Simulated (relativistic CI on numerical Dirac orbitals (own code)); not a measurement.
## Ne³⁺: calculation against measurement

Method of calculation: Dirac-Coulomb-Breit CI, orbitals from a KLI potential per configuration, model QED (radiative potential, 1s self-energy scaled to tabulated hydrogen-like ionisation energies), valence Slater integrals scaled by 0.85, configuration energies shifted to the measured levels that pair with them (semi-empirical) (own radial code, finite nucleus).

Configuration list (outside the closed core 1s2): 2s²2p³, 2s2p⁴, 2s²2p²3s, 2s²2p²3p, 2s²2p²3d, 2s²2p²4s, 2s²2p²4p, 2s²2p²4d, 2s²2p²5s, 2p⁵, 2p⁴3s, 2s2p³3s, 2s²2p²4f, 2p⁴3p, 2s²2p3s², 2s2p³3p, 2p⁴3d, 2s²2p3s3p, 2s2p³3d, 2s²2p3p², 2s²2p3s3d, 2s²2p3p3d, 2s2p³4s, 2s2p³4p, 2s²2p3d², 2s2p²3s², 2s2p³4d, 2s2p³4f, 2s2p²3s3p. Levels of other configurations are missing.

| Configuration | Term (tabulated) | J | Measured (cm⁻¹) | Computed | Error | Purity (%) |
| --- | --- | --- | --- | --- | --- | --- |
| 2s²2p³ | 4S° | 3/2 | 0.0 | 0 | 0 | 99 |
| 2s2p⁴ | 4P | 5/2 | 183860.0 | 183868 | 8 | 99 |
| 2s2p⁴ | 4P | 3/2 | 184477.0 | 184477 | 0 | 99 |
| 2s2p⁴ | 4P | 1/2 | 184799.0 | 184798 | -1 | 99 |
| 2s²2p²3s | 4P | 1/2 | 478701.0 | 478698 | -3 | 98 |
| 2s²2p²3s | 4P | 3/2 | 479079.0 | 479079 | 0 | 98 |
| 2s²2p²3s | 4P | 5/2 | 479651.0 | 479653 | 2 | 98 |
| 2s²2p²3p | 4P° | 3/2 | 524676.0 | 524676 | 0 | 97 |
| 2s²2p²3p | 4P° | 5/2 | 525017.0 | 525021 | 4 | 97 |
| 2s²2p²3p | 4S° | 3/2 | 532978.0 | 532811 | -167 | 92 |
| 2s²2p²3d | 4P | 5/2 | 579307.0 | 579315 | 8 | 95 |
| 2s²2p²3d | 4P | 3/2 | 579626.0 | 579592 | -34 | 96 |
| 2s²2p²3d | 4P | 1/2 | 579737.0 | 579737 | 0 | 97 |
| 2s²2p²4s | 4P | 1/2 | 633465.0 | 633447 | -18 | 96 |
| 2s²2p²4s | 4P | 3/2 | 633790.0 | 633821 | 31 | 96 |
| 2s²2p²4s | 4P | 5/2 | 634413.0 | 634413 | 0 | 97 |
| 2s²2p²4p | 4D° | 1/2 | 641908.0 | 641884 | -24 | 57 |
| 2s²2p²4p | 4D° | 3/2 | 642184.0 | 642018 | -166 | 89 |
| 2s²2p²4p | 4D° | 5/2 | 642472.0 | 642309 | -163 | 88 |
| 2s²2p²4p | 4D° | 7/2 | 642934.0 | 642729 | -205 | 89 |
| 2s²2p²4p | 4P° † | 1/2 | 643239.0 | 644102 | 863 | 97 |
| 2s²2p²4p | 4P° † | 3/2 | 643672.0 | 644235 | 563 | 97 |
| 2s²2p²4p | 4P° | 5/2 | 643975.0 | 644580 | 605 | 97 |
| 2s²2p²4d | 4P † | 5/2 | 671402.0 | 671613 | 211 | 94 |
| 2s²2p²4d | 4P † | 3/2 | 672102.0 | 671891 | -211 | 97 |
| 2s²2p²5s | 4P | 1/2 | 693106.0 | 693342 | 236 | 96 |
| 2s²2p²5s | 4P | 3/2 | 693717.0 | 693717 | 0 | 95 |
| 2s²2p²5s | 4P | 5/2 | 694353.0 | 694329 | -24 | 97 |

Measured levels from Moore, Atomic Energy Levels, vol. I, NSRDS-NBS 35 (1971 reprint of NBS Circular 467, 1949); pairs were made by configuration, J and term (by order where the table uses no LS term), so strongly mixed levels may be paired wrongly. The analysis dates from before 1960.

Mean error by configuration (cm⁻¹): 2s2p⁴ 2; 2s²2p²3s 0; 2s²2p²3p -54; 2s²2p²3d -9; 2s²2p²4s 4; 2s²2p²4p 9; 2s²2p²5s 71. Over the excited levels the mean absolute error is 74 cm⁻¹ (27 of the 27 excited levels that our extract of the source holds in range could be paired), and the median relative error of those above 1,000 cm⁻¹ is 0.0029 %, both after the shifts were fitted to these levels, so that a configuration with one level shows no error. Some levels of the ground configuration have no partner. † marks terms whose computed intervals miss the measured ones by more than a factor of 2.5, or configurations far off the rest, from wrong mixing, a near crossing or a doubtful label or measurement; they are left out of the means.

Configurations whose levels could be paired with our table of measured levels were shifted onto them, all but the ground configuration, by the median error of their levels; single terms can still be off by 1,000 to 2,000 cm⁻¹ or more, and rates follow the energies as ν³ (E1, M1) or ν⁵ (E2). The others borrow a shift and can be off by several thousand cm⁻¹ or more. The fine structure of a lone outer electron comes out too small, for d and f at times inverted, and misplaced configurations move strength between like terms. 27 of the 27 excited levels that our extract of the measured tables holds in this range could be paired (the sources list more); they are missed by 131 cm⁻¹ on average and 863 at most, after the shifts were fitted to these levels, and levels without a partner can miss by more. Some levels of the ground configuration have no partner and can miss by 10 % or more.

Shifts applied (cm⁻¹): 2s²2p³ 0; 2s2p⁴ -6337; 2s²2p²3s 1512; 2s²2p²3p 905; 2s²2p²3d 772; 2s²2p²4s -3605; 2s²2p²4p -10044; 2s²2p²4d -2833; 2s²2p²5s -4061.
